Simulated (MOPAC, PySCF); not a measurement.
AlI₃, SMILES `[I][Al]([I])[I]`, neutral singlet in the gas phase. 

Z-matrix (Å, degrees):
```
Al
I 1 2.4632
I 1 2.4633 2 120.00
I 1 2.4633 2 120.00 3 179.99
```
Charge 0, multiplicity 1.

All levels are single points at this geometry (B3LYP-D3(BJ)/def2-TZVP); Pople sets use spherical d functions. Orbital energies aren't observables, and empty levels follow the basis.

PBE-D3(BJ)/def2-TZVP in PySCF gives dipole (D) = 0.00.

Task: Estimate the dipole (D) from each of these levels: ωB97X-D3(BJ)/def2-TZVP in PySCF; B3LYP/6-311+G** (LANL2DZ on I) in PySCF; B3LYP/LANL2DZ in PySCF; BP86/6-31G* (LANL2DZ on I) in PySCF; PBE/6-31G* (LANL2DZ on I) in PySCF; SVWN5/6-31G* (LANL2DZ on I) in PySCF; PM3 in MOPAC; PM7 in MOPAC.

Result: 
| level | dipole (D) |
|---|---|
| ωB97X-D3(BJ)/def2-TZVP in PySCF | 0.00 |
| B3LYP/6-311+G** (LANL2DZ on I) in PySCF | 0.00 |
| B3LYP/LANL2DZ in PySCF | 0.00 |
| BP86/6-31G* (LANL2DZ on I) in PySCF | 0.00 |
| PBE/6-31G* (LANL2DZ on I) in PySCF | 0.00 |
| SVWN5/6-31G* (LANL2DZ on I) in PySCF | 0.00 |
| PM3 in MOPAC | 0.00 |
| PM7 in MOPAC | 0.00 |
